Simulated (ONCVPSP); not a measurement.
What one change does to a pseudopotential (Tb, ONCV)

| Item | Value |
| --- | --- |
| Element | Tb |
| Generator | ONCVPSP 4.0.1 |
| Type | optimised norm-conserving Vanderbilt (ONCV) |
| Functional | LDA (Perdew-Zunger) |
| Relativity | scalar-relativistic |
| Frozen core | [Kr] 4d10 4f8 |
| Valence charge | 11 |
| Reference configuration | 5s2 5p6 5d1 6s2 |
| Partial waves | 5s+6s: rc 1.70 bohr, ncon 3, nbas 6, qcut 6.3 1/bohr, 2 projectors; 5p: rc 1.85 bohr, ncon 3, nbas 7, qcut 7.3 1/bohr, 2 projectors, debl 1.6 Ha; 5d: rc 3.50 bohr, ncon 4, nbas 9, qcut 3.6 1/bohr, 2 projectors, debl 1.8 Ha; f scattering state at 0.17 Ha: rc 3.55 bohr, ncon 3, nbas 6, qcut 3.6 1/bohr, 2 projectors, debl 3.5 Ha |
| Local potential | polynomial inside 1.45 bohr (lpopt 4, dvloc0 0 Ha) |
| Core correction | Teter function, fcfact 2, rcfact 1.55 |

Change: local potential polynomial inside 1.45 bohr (lpopt 4, dvloc0 8.5 Ha).

Cutoffs: the cutoffs (Ha) at which the residual kinetic energy of the hardest occupied pseudo-wave falls to 1 and 0.1 mHa per electron; they do not see the model core or the augmentation charge, which bear on the density cutoff. Errors are all-electron minus pseudo energies relative to the spin-unpolarised reference configuration.

Task: How do hardness, ghosts and transferability respond?

Result: The potential gets neither clearly harder nor softer (17 Ha and 21 Ha → 17 Ha and 21 Ha); a bound ghost appears in f, which as a rule spoils a file; the lowest positive-energy flag moves from s at 210.4 eV to d at 41.4 eV; of the 3 tests that both files solve, the error grows in 2 and shrinks in 0 by more than 15 % and 0.3 meV (median size 2.0 → 4.5 meV). In the separable form a ghost depends on how the local part lies against the semilocal potential of the channel, so the choice of the local part can create or remove one.

| quantity | base | changed |
| --- | --- | --- |
| cutoff, loose | 17 Ha | 17 Ha |
| cutoff, tight | 21 Ha | 21 Ha |
| bound ghosts | none | f |
| GHOST(+) flags under 300 eV | s at 210.4 eV | d at 41.4 eV, f at 111.8 eV, d at 200.4 eV |
| tests counted as reliable (solved cleanly; for ONCVPSP, near-neutral configurations with less than one 5d electron left out) | 3 of 4 | 3 of 4 |
| error for 5s2 5p6 5d1 6s1, meV [ΔE 6.95 eV] | -2.0 | +4.5 |
| error for 5s2 5p6 5d1 6s0, meV [ΔE 19.50 eV] | -5.0 | +35 |
| error for 5s2 5p6 5d1 6s1.5, meV [ΔE 2.81 eV] | -0.7 | +0.6 |
| s: phases at 1.73 bohr within 0.05 rad from the reference energy up to (Ha; the scan ends near 5) | to the end of the scan | to the end of the scan |
| p: phases at 1.88 bohr within 0.05 rad from the reference energy up to (Ha; the scan ends near 5) | to the end of the scan | to the end of the scan |
| d: phases at 3.55 bohr within 0.05 rad from the reference energy up to (Ha; the scan ends near 5) | 0.5 | 0.1 |
| f: phases at 3.61 bohr within 0.05 rad from the reference energy up to (Ha; the scan ends near 5) | 0.7 | 0.3 |
| rms error of d²Exc/dni dnj with the model core, mHa | 2.15 | 2.15 |

 A true bound ghost makes a file unfit for plane-wave use even where its test errors are small: the radial tests pick states by their node count and pass the ghost by.
